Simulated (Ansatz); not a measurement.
GaH5OSSi (`[OH][GaH][S][SiH3]`) from Hartree–Fock to CCSD(T)

```
atom    x (Å)    y (Å)    z (Å)
  O1   1.1750  -0.8263  -1.0164
 Ga2   1.6463   0.2908   0.2953
  S3  -0.0874   1.1198   1.3389
 Si4  -1.6514   0.1508   0.2306
  H5   1.9058  -1.2134  -1.5022
  H6   3.1246   0.6224   0.6390
  H7  -1.5826  -1.3230   0.3669
  H8  -2.9081   0.6448   0.8481
  H9  -1.6224   0.5342  -1.2003
```

Charge 0, multiplicity 1. Correlated methods include outer-core shells of Ga, which these sets cover unevenly. Scalar relativity is left out up to krypton. The structure was optimised at the PBE0-D4/def2-TZVP level. It is one conformer, not always the lowest. Frozen core, restricted reference, Ansatz 0.2.0.

```json
{"basis": "def2-SVP", "HF (Eh)": "-2687.04735", "MP2 corr.": "-0.63311"}
{"basis": "def2-TZVPP", "HF (Eh)": "-2687.63699", "MP2 corr.": "-0.77384"}
{"basis": "def2-QZVPP", "HF (Eh)": "-2687.70131", "MP2 corr.": "-1.06689"}
```

Task: Estimate the CCSD correlation energy and the (T) correction in each basis where they were run (hartree).

Result: 
| basis | CCSD corr. | (T) |
| --- | --- | --- |
| def2-SVP | -0.66583 | -0.01920 |
| def2-TZVPP | -0.80786 | -0.03317 |
